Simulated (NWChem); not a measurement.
Correlation energy of diantimony (Sb2)

```xyz
2

Sb     0.0000     0.0000     1.2580
Sb     0.0000     0.0000    -1.2580
```
Charge 0, spin multiplicity 1.

Everything below was run with NWChem. Structure: optimised with PBE/def2-SVP with def2 effective core potentials on Sb, a minimum by its harmonic frequencies.

Basis set: def2-SVP. Each correlation energy counts from its own Hartree-Fock reference.

Effective core potentials replace the inner electrons of Sb; spin-orbit coupling is left out. The correlated methods keep 8 core orbitals frozen. Coupled-cluster values serve here as a point of comparison, not as the truth.

Question: For the correlation energy, SCS-MP2 gives -220.3 mHa and CCSD(T) gives -255.7 mHa. What do CCSD, CR-CCSD(T), CR-CCSD[T] give?

Answer: CCSD: -240.6 mHa; CR-CCSD(T): -251.5 mHa; CR-CCSD[T]: -252.0 mHa.
